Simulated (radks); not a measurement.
All-electron atom: Zn7+ in [Ar] 3d3 4s2 (not the ground configuration). Method: scalar-relativistic Kohn-Sham, PBE, spin-polarised, spherical densities, point nucleus; open shells are filled with parallel spins first; computed with a radial shooting solver on a logarithmic mesh with Libxc functionals. Some entries of the table are withheld. Estimate them.

orbital  occ.  eigenvalue (eV)  <1/r> (bohr^-1)
1s up       1        -9718.086            30.22
1s down     1        -9718.079            30.22
2s up       1        -1359.052            6.586
2s down     1        -1355.789            6.598
2p up       3        -1204.048            6.457
2p down     3        -1201.600            6.468
3s up       1        -305.9548            2.252
3s down     1        -300.5568            2.239
3p up       3        -258.4465            2.139
3p down     3        -253.0816            2.123
3d up       3        -182.6250              (1)
3d down     0        -176.9188              (2)
4s up       1        -107.9611           0.9286
4s down     1        -106.7859           0.9173
4p up       0         -93.5515           0.8629
4p down     0         -92.5295           0.8524
5s up       0         -54.3502           0.5046
5s down     0         -53.9812           0.5008

Answer. 
(1) 3d up <1/r> (bohr^-1): 1.938
(2) 3d down <1/r> (bohr^-1): 1.921
